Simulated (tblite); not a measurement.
Record of a relaxation.

C4H7F3N2Si.
Atom-mapped SMILES: `[N:1]#[C:2][SiH2:3][CH2:4][NH:5][CH2:6][C:7]([F:8])([F:9])[F:10]` (hydrogens: H11, H12 on Si3; H13, H14 on C4; H15 on N5; H16, H17 on C6)

Computed with GFN2-xTB (tblite), gas phase: L-BFGS steps from a force-field or distance-geometry start until the largest atomic force falls under 0.01 eV/Å. 10 of its 69 geometries are shown.

Step 0: E = -920.9406 eV, largest atomic force 2.430 eV/Å
```
atom  x, y, z in Å  |  force x, y, z in eV/Å
N1      4.438    1.566    0.637   -1.687  -1.749  -0.020
C2      3.628    0.729    0.635    1.462   1.539   0.043
Si3     2.334   -0.629    0.655   -0.153  -0.890   0.076
C4      0.642    0.099    0.144   -0.019  -0.310   0.776
N5     -0.413   -0.940    0.179   -0.856   1.415  -0.771
C6     -1.687   -0.439   -0.429    0.775  -0.881   0.500
C7     -2.447    0.691    0.294    0.535  -0.475   0.122
F8     -3.657    0.886   -0.255    0.273   0.028   0.229
F9     -2.629    0.376    1.603   -0.018   0.327  -0.488
F10    -1.781    1.858    0.245   -0.362  -0.115   0.136
H11     2.190   -1.228    2.010    0.188   0.322  -0.224
H12     2.697   -1.732   -0.277    0.042   0.449   0.179
H13     0.388    0.906    0.853    0.091   0.119  -0.358
H14     0.749    0.509   -0.857   -0.367   0.022  -0.045
H15    -0.609   -1.203    1.143    0.137   0.015  -0.101
H16    -1.499   -0.135   -1.451    0.193   0.260  -0.176
H17    -2.352   -1.300   -0.480   -0.233  -0.078   0.121
```

Step 8: E = -921.1490 eV, largest atomic force 0.160 eV/Å
```
atom  x, y, z in Å  |  force x, y, z in eV/Å
N1      4.376    1.504    0.633    0.013   0.018   0.001
C2      3.580    0.681    0.644   -0.034  -0.009  -0.007
Si3     2.300   -0.681    0.662   -0.063  -0.109   0.015
C4      0.636    0.120    0.175   -0.038   0.009  -0.097
N5     -0.429   -0.877    0.168   -0.017   0.023   0.126
C6     -1.671   -0.463   -0.435    0.082   0.030   0.025
C7     -2.419    0.666    0.292   -0.012  -0.007  -0.016
F8     -3.630    0.861   -0.251   -0.038   0.009   0.022
F9     -2.614    0.387    1.592    0.025  -0.036  -0.017
F10    -1.791    1.850    0.252   -0.009  -0.004  -0.037
H11     2.235   -1.188    2.035    0.021   0.005   0.022
H12     2.731   -1.697   -0.297   -0.025   0.021  -0.006
H13     0.423    0.980    0.827   -0.028  -0.020   0.010
H14     0.697    0.511   -0.842    0.072   0.075  -0.061
H15    -0.595   -1.215    1.110    0.000  -0.028   0.009
H16    -1.473   -0.112   -1.456   -0.065  -0.067   0.074
H17    -2.362   -1.315   -0.460    0.117   0.090  -0.062
```

Step 15: E = -921.1545 eV, largest atomic force 0.052 eV/Å
```
atom  x, y, z in Å  |  force x, y, z in eV/Å
N1      4.363    1.495    0.633    0.024   0.039  -0.003
C2      3.566    0.673    0.643    0.014   0.004   0.002
Si3     2.292   -0.691    0.666   -0.026  -0.043   0.002
C4      0.639    0.126    0.170   -0.043   0.003  -0.003
N5     -0.427   -0.868    0.176    0.001  -0.038  -0.015
C6     -1.665   -0.459   -0.432    0.024  -0.009  -0.017
C7     -2.420    0.666    0.291   -0.015  -0.007  -0.003
F8     -3.636    0.857   -0.242   -0.035  -0.018   0.001
F9     -2.606    0.382    1.591    0.024   0.009   0.011
F10    -1.798    1.852    0.244   -0.005  -0.007  -0.001
H11     2.241   -1.186    2.044   -0.005  -0.014   0.002
H12     2.723   -1.696   -0.303   -0.029  -0.015   0.001
H13     0.422    0.983    0.822    0.016   0.042   0.027
H14     0.708    0.522   -0.847    0.021  -0.010  -0.001
H15    -0.589   -1.214    1.116    0.006   0.040  -0.018
H16    -1.473   -0.116   -1.454    0.011   0.008   0.010
H17    -2.347   -1.315   -0.470    0.018   0.017   0.004
```

Step 23: E = -921.1583 eV, largest atomic force 0.055 eV/Å
```
atom  x, y, z in Å  |  force x, y, z in eV/Å
N1      4.343    1.498    0.628    0.015   0.000  -0.002
C2      3.563    0.659    0.645    0.006  -0.006  -0.001
Si3     2.284   -0.703    0.674    0.016  -0.018   0.003
C4      0.647    0.143    0.174   -0.006  -0.016  -0.003
N5     -0.418   -0.851    0.176   -0.005  -0.036   0.020
C6     -1.655   -0.453   -0.440    0.015  -0.014  -0.015
C7     -2.425    0.656    0.289    0.001   0.029   0.020
F8     -3.657    0.817   -0.214   -0.006  -0.015  -0.004
F9     -2.572    0.380    1.596    0.005  -0.024   0.019
F10    -1.825    1.852    0.222   -0.009   0.050  -0.021
H11     2.239   -1.205    2.051   -0.009   0.003  -0.021
H12     2.670   -1.716   -0.307    0.001   0.012   0.027
H13     0.431    1.004    0.823    0.009   0.019  -0.014
H14     0.736    0.528   -0.845   -0.019   0.028   0.005
H15    -0.587   -1.180    1.120   -0.004  -0.017   0.025
H16    -1.456   -0.102   -1.456   -0.010   0.022  -0.023
H17    -2.326   -1.316   -0.485    0.000  -0.019  -0.014
```

Step 30: E = -921.1595 eV, largest atomic force 0.031 eV/Å
```
atom  x, y, z in Å  |  force x, y, z in eV/Å
N1      4.343    1.496    0.625    0.014  -0.014   0.000
C2      3.567    0.654    0.645   -0.009  -0.003  -0.003
Si3     2.283   -0.704    0.675    0.016  -0.009   0.001
C4      0.648    0.146    0.176    0.010   0.008  -0.003
N5     -0.416   -0.849    0.179   -0.001   0.009   0.002
C6     -1.650   -0.450   -0.443    0.000   0.001  -0.005
C7     -2.424    0.654    0.289   -0.017   0.012   0.012
F8     -3.663    0.797   -0.204   -0.024  -0.013  -0.001
F9     -2.555    0.379    1.598    0.004  -0.001   0.019
F10    -1.844    1.860    0.211    0.009   0.005  -0.012
H11     2.234   -1.211    2.050   -0.006   0.012  -0.007
H12     2.659   -1.724   -0.302    0.013   0.009   0.009
H13     0.436    1.012    0.819   -0.019  -0.008   0.023
H14     0.733    0.534   -0.842   -0.003  -0.007  -0.019
H15    -0.590   -1.174    1.125    0.002  -0.002  -0.005
H16    -1.452   -0.092   -1.458    0.021   0.002  -0.008
H17    -2.318   -1.315   -0.496   -0.009  -0.003  -0.004
```

Step 38: E = -921.1608 eV, largest atomic force 0.026 eV/Å
```
atom  x, y, z in Å  |  force x, y, z in eV/Å
N1      4.362    1.478    0.622    0.003  -0.011  -0.001
C2      3.573    0.647    0.642    0.003  -0.004   0.002
Si3     2.280   -0.703    0.674    0.014   0.008   0.007
C4      0.647    0.151    0.177    0.015  -0.002   0.008
N5     -0.417   -0.845    0.180    0.006   0.003  -0.011
C6     -1.646   -0.444   -0.448   -0.009  -0.004   0.010
C7     -2.429    0.652    0.290   -0.012  -0.003  -0.002
F8     -3.681    0.764   -0.179   -0.003   0.003  -0.011
F9     -2.533    0.386    1.604    0.025   0.007  -0.004
F10    -1.873    1.867    0.189   -0.007  -0.012   0.003
H11     2.221   -1.205    2.050    0.002   0.008   0.011
H12     2.666   -1.729   -0.292   -0.004   0.009  -0.006
H13     0.432    1.012    0.827   -0.002  -0.002  -0.010
H14     0.727    0.539   -0.841    0.007   0.005   0.012
H15    -0.591   -1.171    1.126   -0.009  -0.001  -0.011
H16    -1.433   -0.077   -1.457   -0.022   0.001   0.013
H17    -2.312   -1.310   -0.515   -0.008  -0.005  -0.010
```

Step 45: E = -921.1615 eV, largest atomic force 0.024 eV/Å
```
atom  x, y, z in Å  |  force x, y, z in eV/Å
N1      4.379    1.463    0.619   -0.001  -0.007   0.000
C2      3.581    0.642    0.642    0.003  -0.003   0.004
Si3     2.281   -0.701    0.679   -0.008   0.023   0.000
C4      0.647    0.151    0.179   -0.001   0.004   0.004
N5     -0.418   -0.845    0.176    0.002   0.009  -0.010
C6     -1.648   -0.444   -0.451   -0.001   0.008   0.000
C7     -2.434    0.648    0.291    0.004   0.003  -0.005
F8     -3.692    0.746   -0.166    0.009   0.001   0.019
F9     -2.515    0.392    1.608   -0.004   0.001  -0.015
F10    -1.890    1.868    0.173   -0.006  -0.002   0.003
H11     2.217   -1.195    2.057    0.008  -0.004   0.008
H12     2.668   -1.723   -0.290   -0.008  -0.003   0.004
H13     0.429    1.011    0.829   -0.002  -0.006  -0.001
H14     0.733    0.545   -0.837   -0.009  -0.009   0.001
H15    -0.595   -1.172    1.120    0.006  -0.007  -0.008
H16    -1.437   -0.066   -1.456   -0.005  -0.007  -0.010
H17    -2.313   -1.310   -0.527    0.012   0.001   0.007
```

Step 53: E = -921.1620 eV, largest atomic force 0.022 eV/Å
```
atom  x, y, z in Å  |  force x, y, z in eV/Å
N1      4.399    1.446    0.616    0.005   0.003   0.003
C2      3.590    0.636    0.646    0.000   0.005  -0.003
Si3     2.279   -0.695    0.687   -0.011   0.013  -0.007
C4      0.645    0.156    0.181   -0.008   0.008  -0.002
N5     -0.416   -0.842    0.167   -0.008   0.013   0.000
C6     -1.648   -0.440   -0.457   -0.008  -0.004   0.002
C7     -2.437    0.647    0.291    0.010  -0.002   0.003
F8     -3.703    0.728   -0.144    0.017  -0.003  -0.002
F9     -2.496    0.396    1.610    0.006  -0.003   0.001
F10    -1.908    1.872    0.159   -0.001   0.001   0.000
H11     2.219   -1.187    2.065   -0.003  -0.003   0.016
H12     2.658   -1.719   -0.282    0.000  -0.021  -0.007
H13     0.421    1.013    0.832   -0.007  -0.002  -0.003
H14     0.735    0.551   -0.834    0.006   0.010   0.000
H15    -0.594   -1.179    1.107    0.008  -0.008   0.000
H16    -1.444   -0.061   -1.463    0.008  -0.001   0.002
H17    -2.308   -1.310   -0.532   -0.013  -0.005  -0.001
```

Step 60: E = -921.1624 eV, largest atomic force 0.016 eV/Å
```
atom  x, y, z in Å  |  force x, y, z in eV/Å
N1      4.413    1.434    0.616   -0.002   0.003   0.001
C2      3.595    0.633    0.646   -0.002  -0.006  -0.003
Si3     2.275   -0.690    0.691   -0.008   0.006  -0.003
C4      0.643    0.163    0.181    0.000   0.000  -0.001
N5     -0.415   -0.840    0.159    0.007  -0.001  -0.001
C6     -1.649   -0.439   -0.461    0.011  -0.005  -0.002
C7     -2.436    0.645    0.291    0.005  -0.005   0.004
F8     -3.708    0.713   -0.129   -0.008   0.004  -0.005
F9     -2.477    0.398    1.611    0.000   0.000   0.016
F10    -1.921    1.874    0.149    0.010   0.004  -0.003
H11     2.218   -1.179    2.071   -0.008   0.007   0.003
H12     2.647   -1.723   -0.273   -0.002  -0.003  -0.001
H13     0.412    1.017    0.834    0.001  -0.009   0.001
H14     0.737    0.561   -0.832   -0.005   0.001   0.003
H15    -0.589   -1.187    1.097    0.001   0.000  -0.002
H16    -1.444   -0.059   -1.466   -0.004   0.003  -0.007
H17    -2.309   -1.308   -0.537    0.005  -0.001   0.000
```

Step 68: E = -921.1626 eV, largest atomic force 0.010 eV/Å
```
atom  x, y, z in Å  |  force x, y, z in eV/Å
N1      4.418    1.429    0.618   -0.001   0.001  -0.005
C2      3.597    0.631    0.643   -0.002   0.001   0.004
Si3     2.271   -0.685    0.691    0.001  -0.002   0.001
C4      0.640    0.166    0.180    0.001   0.004  -0.001
N5     -0.411   -0.843    0.150    0.003  -0.003   0.004
C6     -1.648   -0.441   -0.463    0.003  -0.006  -0.005
C7     -2.431    0.643    0.294    0.002  -0.002  -0.007
F8     -3.704    0.713   -0.123   -0.007   0.003   0.006
F9     -2.466    0.399    1.615    0.003   0.000  -0.005
F10    -1.914    1.871    0.147    0.002   0.003   0.006
H11     2.208   -1.163    2.076   -0.003   0.002   0.000
H12     2.637   -1.727   -0.266    0.001   0.000   0.002
H13     0.403    1.014    0.837    0.004   0.002   0.006
H14     0.733    0.572   -0.831    0.003   0.001  -0.005
H15    -0.582   -1.198    1.085   -0.003  -0.005   0.003
H16    -1.450   -0.059   -1.469   -0.001   0.002  -0.002
H17    -2.308   -1.311   -0.537   -0.007  -0.002  -0.001
```

**Question.** Summarise the path.

**Answer.** The energy falls by 5.12 kcal/mol from step 0 to step 68; nine tenths of that is first reached at step 7. It rises by more than 0.2 meV at step 1. The largest force goes from 2.430 to 0.010 eV/Å. Among the bonds N5–C6 changes most, from 1.498 to 1.438 Å; the atoms move by 0.112 Å rms after alignment.

**Question.** Follow the three bonds and two angles with the largest change from start to end.

**Answer.** 
```
step  E above end (kcal/mol)  largest force (eV/Å)  N5–C6 (Å)  Si3–H12 (Å)  C4–N5 (Å)  H11–Si3–H12 (°)  C2–Si3–H11 (°)
   0                    5.12                 2.430      1.498        1.489      1.482            107.2           111.6
   3                    1.69                 0.543      1.444        1.462      1.466            109.1           110.7
   6                    0.65                 0.222      1.441        1.458      1.456            111.5           108.5
   9                    0.26                 0.123      1.440        1.462      1.460            113.1           106.6
  12                    0.21                 0.042      1.438        1.461      1.458            113.4           106.4
  15                    0.19                 0.052      1.438        1.461      1.458            113.6           106.4
  18                    0.16                 0.052      1.439        1.461      1.458            113.9           106.3
  21                    0.13                 0.055      1.438        1.462      1.457            113.8           106.4
  24                    0.09                 0.042      1.438        1.462      1.457            113.5           106.6
  27                    0.08                 0.029      1.438        1.460      1.458            113.4           106.7
  30                    0.07                 0.031      1.438        1.462      1.457            113.2           106.8
  33                    0.06                 0.031      1.438        1.462      1.457            113.0           107.0
  35                    0.05                 0.032      1.438        1.461      1.457            113.0           107.0
  38                    0.04                 0.026      1.438        1.461      1.457            113.0           107.0
  41                    0.04                 0.027      1.438        1.462      1.457            113.1           107.0
  44                    0.03                 0.022      1.438        1.461      1.458            113.5           107.0
  47                    0.02                 0.022      1.438        1.462      1.458            113.6           106.9
  50                    0.02                 0.017      1.438        1.462      1.457            113.6           106.8
  53                    0.01                 0.022      1.438        1.460      1.457            113.5           106.8
  56                    0.01                 0.017      1.438        1.462      1.457            113.3           106.6
  59                    0.01                 0.014      1.438        1.462      1.457            113.2           106.7
  62                    0.00                 0.015      1.438        1.461      1.458            113.2           106.6
  65                    0.00                 0.017      1.438        1.462      1.457            113.2           106.5
  68                    0.00                 0.010      1.438        1.461      1.457            113.4           106.5
```

The cost below is that of the whole relaxation. Time: 0.52 s wall. Hardware: one thread, Arm Neoverse V1 (aarch64), no GPU, shared host with 32 logical CPUs at a one-minute load of 6.5.
